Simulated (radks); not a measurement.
Ir2+, 75 electrons, occupied as [Xe] 4f14 5d7. All-electron calculation, scalar-relativistic Kohn-Sham, MS2 meta-GGA, spin-polarised, spherical densities, finite nucleus; open shells are filled with parallel spins first (spin-orbit coupling, left out, can overturn this in heavy ions); meta-GGA in the generalised Kohn-Sham scheme; Fermi nuclear charge, rms radius 5.4032 fm. Program: a radial shooting solver on a logarithmic mesh with Libxc functionals. Some entries of the table are withheld. Estimate them.

orbital,occ.,eigenvalue (hartree),<1/r> (bohr^-1)
1s up,1,-2799.270,92.18
1s down,1,-2799.270,92.18
2s up,1,-490.5848,21.60
2s down,1,-490.5799,21.60
2p up,3,-426.1205,19.36
2p down,3,-426.1159,19.36
3s down,1,-115.4342,8.010
3s up,1,-115.4339,8.010
3p up,3,-96.52215,7.339
3p down,3,-96.52114,7.340
3d up,5,-75.73124,6.915
3d down,5,-75.72665,6.915
4s up,1,-25.24574,3.415
4s down,1,-25.23650,3.414
4p up,3,-19.03066,3.094
4p down,3,-19.02258,3.094
4d up,5,-11.39176,2.766
4d down,5,-11.38314,2.766
5s up,1,-4.28482,1.364
5s down,1,-4.22093,1.373
4f up,7,-2.93466,2.313
4f down,7,-2.92262,2.317
5p up,3,-2.70496,1.157
5p down,3,-2.62635,1.165
5d up,5,-0.93107,0.8057
5d down,2,-0.84960,0.7998
6s up,0,(1),(2)
6s down,0,(3),(4)
6p up,0,-0.52076,0.3919
6p down,0,-0.48740,0.3779

Answer. 
(1) 6s up eigenvalue (hartree): -0.80109
(2) 6s up <1/r> (bohr^-1): 0.5003
(3) 6s down eigenvalue (hartree): -0.75115
(4) 6s down <1/r> (bohr^-1): 0.4878
